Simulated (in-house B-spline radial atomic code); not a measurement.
Response of Zn2+ as one setting changes: the share of exact exchange in a PBE hybrid. A dash marks a strongly mixed or unbound state. Computed with a B-spline radial code for spherical atoms: linear response of the closed shell [Ar] 3d10 with the functional's adiabatic kernel; scalar-relativistic (spin-free one-electron X2C), finite nucleus, no spin-orbit coupling, no double excitations, S, P, D and F terms only. Only terms of natural parity with L up to 3 were computed.

```json
{"share of exact exchange in a PBE hybrid": "0", "lowest 1P (eV)": "3d → 4p 15.863", "lowest 3P, Tamm-Dancoff (eV)": "3d → 4p 14.711", "minus highest occupied level (eV)": "30.85", "α (bohr³)": "3.019"}
{"share of exact exchange in a PBE hybrid": "0.1", "lowest 1P (eV)": "3d → 4p 16.344", "lowest 3P, Tamm-Dancoff (eV)": "3d → 4p 15.172", "minus highest occupied level (eV)": "31.98", "α (bohr³)": "2.914"}
{"share of exact exchange in a PBE hybrid": "0.2", "lowest 1P (eV)": "?", "lowest 3P, Tamm-Dancoff (eV)": "?", "minus highest occupied level (eV)": "?", "α (bohr³)": "?"}
{"share of exact exchange in a PBE hybrid": "0.3", "lowest 1P (eV)": "3d → 4p 17.313", "lowest 3P, Tamm-Dancoff (eV)": "3d → 4p 16.103", "minus highest occupied level (eV)": "34.27", "α (bohr³)": "2.722"}
{"share of exact exchange in a PBE hybrid": "0.4", "lowest 1P (eV)": "3d → 4p 17.802", "lowest 3P, Tamm-Dancoff (eV)": "3d → 4p 16.573", "minus highest occupied level (eV)": "35.43", "α (bohr³)": "2.635"}
{"share of exact exchange in a PBE hybrid": "0.5", "lowest 1P (eV)": "3d → 4p 18.294", "lowest 3P, Tamm-Dancoff (eV)": "3d → 4p 17.045", "minus highest occupied level (eV)": "36.61", "α (bohr³)": "2.553"}
{"share of exact exchange in a PBE hybrid": "0.6", "lowest 1P (eV)": "?", "lowest 3P, Tamm-Dancoff (eV)": "?", "minus highest occupied level (eV)": "?", "α (bohr³)": "?"}
{"share of exact exchange in a PBE hybrid": "0.7", "lowest 1P (eV)": "3d → 4p 19.285", "lowest 3P, Tamm-Dancoff (eV)": "3d → 4p 17.996", "minus highest occupied level (eV)": "38.98", "α (bohr³)": "2.403"}
{"share of exact exchange in a PBE hybrid": "0.8", "lowest 1P (eV)": "3d → 4p 19.785", "lowest 3P, Tamm-Dancoff (eV)": "3d → 4p 18.474", "minus highest occupied level (eV)": "40.18", "α (bohr³)": "2.334"}
{"share of exact exchange in a PBE hybrid": "0.9", "lowest 1P (eV)": "3d → 4p 20.286", "lowest 3P, Tamm-Dancoff (eV)": "3d → 4p 18.955", "minus highest occupied level (eV)": "41.39", "α (bohr³)": "2.268"}
{"share of exact exchange in a PBE hybrid": "1", "lowest 1P (eV)": "3d → 4p 20.789", "lowest 3P, Tamm-Dancoff (eV)": "3d → 4p 19.438", "minus highest occupied level (eV)": "42.61", "α (bohr³)": "2.206"}
```

Task: What belongs in the row for 0.6?

Result: lowest 1P (eV): 3d → 4p 18.789; lowest 3P, Tamm-Dancoff (eV): 3d → 4p 17.519; minus highest occupied level (eV): 37.79; α (bohr³): 2.476.

Task: What belongs in the row for 0.2?

Result: lowest 1P (eV): 3d → 4p 16.827; lowest 3P, Tamm-Dancoff (eV): 3d → 4p 15.636; minus highest occupied level (eV): 33.12; α (bohr³): 2.815.
